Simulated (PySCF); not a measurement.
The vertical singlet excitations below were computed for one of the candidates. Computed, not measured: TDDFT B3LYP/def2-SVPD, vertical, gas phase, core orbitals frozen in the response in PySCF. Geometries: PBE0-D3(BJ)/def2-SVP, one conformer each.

| state | E (eV) | f |
| --- | --- | --- |
| S1 | 6.53 | 0.0008 |
| S2 | 6.77 | 0.0029 |
| S3 | 6.79 | 0.034 |
| S4 | 6.84 | 0.0063 |
| S5 | 7.03 | 0.360 |
| S6 | 7.04 | 0.0017 |
| S7 | 7.19 | 0.014 |
| S8 | 7.24 | 0.022 |
| S9 | 7.31 | 0.056 |
| S10 | 7.35 | 0.0032 |

Orbital energies (eV): HOMO-3 -8.46, HOMO-2 -8.22, HOMO-1 -7.92, HOMO -7.36, LUMO -0.23, LUMO+1 -0.12, LUMO+2 0.17.

Question: Which structure fits? All have the formula C5H12OSi2.
A. `C=CC[C@H]1C[SiH2]O[SiH2]1`
B. `C=C(C)[C@H]1C[SiH2]O[SiH2]1`
C. `CC(C)O[SiH2]C#C[SiH3]`

Answer: A. Its S1, at 6.53 eV, is the highest among the candidates; the nearest of the others has S1 at 5.88 eV. S1 is HOMO→LUMO+1 (86%). Löwdin shares by element: HOMO carbon 82% or more (atoms not listed hold the other 18%); LUMO carbon 69% or more, hydrogen 6% or more (atoms not listed hold the other 25%). At the same level the other candidates give, for their lowest levels:
- `CC(C)O[SiH2]C#C[SiH3]`: 5.34 eV (f 0.000); 5.59 eV (f 0.004); 5.69 eV (f 0.001); 6.04 eV (f 0.012); 6.43 eV (f 0.009); T1 4.51 eV; HOMO -7.85, LUMO -1.09 eV
- `C=C(C)[C@H]1C[SiH2]O[SiH2]1`: 5.88 eV (f 0.006); 6.13 eV (f 0.008); 6.37 eV (f 0.062); 6.48 eV (f 0.217); 6.96 eV (f 0.021); T1 4.27 eV; HOMO -6.77, LUMO -0.10 eV
Triplets come from the Tamm–Dancoff approximation.
